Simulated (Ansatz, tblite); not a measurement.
Forces on the cluster Li6N2 at its r2SCAN-D4/def2-TZVP geometry. Charge 0, multiplicity 1.

The xTB rows come from tblite. The restricted singlet is unstable towards broken spin symmetry in Hartree–Fock (as tested in another run); at r2SCAN-D4/def2-TZVP this wasn't settled. The structure comes from a short search, and lower isomers may exist.

GFN1-xTB (tblite), largest force 6.57 eV/Å:

```xyz
8
positions Å, forces eV/Å
Li    0.531    0.338    1.263   -0.504   -0.001    1.009
Li   -2.081   -1.092    2.218    0.400    0.187   -0.422
Li   -1.285    0.054   -0.595   -1.009   -0.079    0.493
Li    0.139    2.526   -0.520   -0.362    0.593    0.270
Li    0.103   -2.134    0.226   -0.531   -0.565    0.611
Li    1.673    0.017   -1.640    0.216   -0.087   -0.190
N     0.481   -0.561   -0.389    0.889    6.241   -1.836
N     0.439    0.851   -0.564    0.901   -6.290    0.065
```

GFN2-xTB (tblite), largest force 1.77 eV/Å:

```
Li -0.264 0.093 0.800
Li 0.506 0.168 -0.522
Li -0.798 0.008 0.238
Li -0.374 0.563 0.284
Li -0.451 -0.655 0.546
Li 0.023 -0.069 -0.010
N 0.720 -1.530 -0.486
N 0.638 1.421 -0.851
```

r2SCAN-D4/def2-TZVP (Ansatz), largest force 0.01 eV/Å:

```
Li 0.003 0.001 -0.006
Li -0.006 0.000 0.003
Li 0.005 0.001 0.003
Li -0.002 0.001 -0.002
Li 0.002 -0.008 -0.003
Li 0.001 -0.001 0.000
N -0.002 0.007 0.001
N -0.002 -0.002 0.006
```
